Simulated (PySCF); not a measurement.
Electronic structure of Co⁺ (cobalt, charge +1) at the LDA level

Configuration: [Ar] 3d7 4p1, one real determinant (an excited configuration). All numbers are calculated (PySCF 2.14, the spin-free X2C one-electron Hamiltonian (Gaussian nucleus), in aug-cc-pwCVTZ-DK with one added diffuse shell each of s, p, d, f, g type (11s10p8d5f4g, 152 functions)).

```json
{
 "Total energy": "-1390.077 hartree",
 "One-electron energy": "-1916.230 hartree",
 "Hartree (Coulomb) energy": "583.138 hartree",
 "Exchange-correlation energy": "-56.986 hartree",
 "⟨S²⟩": "6.0012",
 "⟨L²⟩": "13.830",
 "Sum of ⟨r⟩": "18.87 bohr",
 "Sum of ⟨r²⟩": "28.28 bohr²",
 "Traceless quadrupole moment −½Σ⟨3z² − r²⟩ along its main axis": "-4.70 e·bohr²",
 "Langevin diamagnetic susceptibility": "-22.4 ×10⁻⁶ cm³/mol"
}
```

| shell | electrons | mean orbital energy (eV) | spread (eV) | rms radius, mean of both spins (bohr) |
| --- | --- | --- | --- | --- |
| 1s α | 1 | -7579.1 | 0 | 0.0649 |
| 1s β | 1 | -7579.1 | 0 | 0.0649 |
| 2s α | 1 | -906.85 | 0 | 0.278 |
| 2s β | 1 | -905.18 | 0 | 0.278 |
| 2p α | 3 | -779.24 | 0.252 | 0.250 |
| 2p β | 3 | -777.95 | 0.131 | 0.250 |
| 3s α | 1 | -113.41 | 0 | 0.834 |
| 3s β | 1 | -110.09 | 0 | 0.834 |
| 3p α | 3 | -77.076 | 0.399 | 0.889 |
| 3p β | 3 | -73.821 | 0.242 | 0.889 |
| 3d α | 5 | -19.830 | 1.135 | 1.19 |
| 3d β | 2 | -17.113 | 0.254 | 1.19 |
| 4p α | 1 | -8.991 | 0 | 3.42 |

⟨L²⟩ = 13.83 against 20 for a pure G term, so this real determinant mixes terms.

Densities and radii are taken from the X2C orbitals without a picture-change correction, which distorts them close to the nucleus.
